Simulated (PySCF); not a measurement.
## `C[C@H]1CCC[C@@H]1[NH3+]`, [C6H14N]+, charge +1

Cartesian coordinates in Å; atom numbers follow the order of the lines, from 1:
```xyz
21

C    -1.2920   -1.5392   -0.9446
C    -0.5131   -0.7781    0.1238
C     0.9890   -1.1353    0.1174
C     1.7434    0.1945    0.1538
C     0.8140    1.1363   -0.6094
C    -0.5730    0.7452   -0.1130
N    -0.8227    1.4471    1.1984
H    -1.1849   -2.6085   -0.7886
H    -0.9171   -1.3004   -1.9361
H    -2.3514   -1.2970   -0.9046
H    -0.9545   -1.0174    1.0964
H     1.2286   -1.6641   -0.8036
H     1.2568   -1.7834    0.9484
H     2.7227    0.1206   -0.3105
H     1.8983    0.5349    1.1809
H     0.8800    0.9248   -1.6757
H     1.0407    2.1916   -0.4628
H    -1.3746    1.0306   -0.7958
H    -0.0456    1.2106    1.8311
H    -1.7054    1.1380    1.6224
H    -0.8480    2.4662    1.0715
```

Total charge +1.

Theory: TDDFT CAM-B3LYP/def2-SVPD circular dichroism and optical rotation, one conformer, gas phase (PySCF 2.14.0). Geometry: GFN2-xTB.

The molecule is flexible and this is one conformer; a measurement averages over conformers.

Stereocentres: C2 S, C6 S.

Question: Give the optical rotatory dispersion at 633, 589.3, 546, 436, 405, 365, 355 nm.

Answer: [α] in deg dm⁻¹ (g/mL)⁻¹:
```
λ (nm)  origin-invariant length gauge  modified velocity gauge  length gauge (centre of mass)  isotropic polarisability (au)
   633                          +23.6                    +21.8                          +23.4                           72.6
 589.3                          +27.5                    +25.4                          +27.2                           72.7
   546                          +32.4                    +29.9                          +32.1                           73.0
   436                          +53.4                    +49.5                          +53.0                           73.9
   405                          +63.3                    +58.7                          +62.8                           74.3
   365                          +81.0                    +75.2                          +80.3                           75.0
   355                          +86.7                    +80.5                          +85.9                           75.2
```

Question: And for the mirror image at 589.3 nm?

Answer: -27.5 deg dm⁻¹ (g/mL)⁻¹ (origin-invariant length gauge): the same size and the opposite sign.

Question: What is the molar rotation [Φ] = [α]·M/100 of the geometry above at 589.3 nm?

Answer: With M = 100.19 g/mol, +27.5 deg cm² dmol⁻¹ (origin-invariant length gauge).

The first excitation lies at 8.26 eV (150 nm) with R = +0.5 × 10⁻⁴⁰ esu² cm² (velocity form).
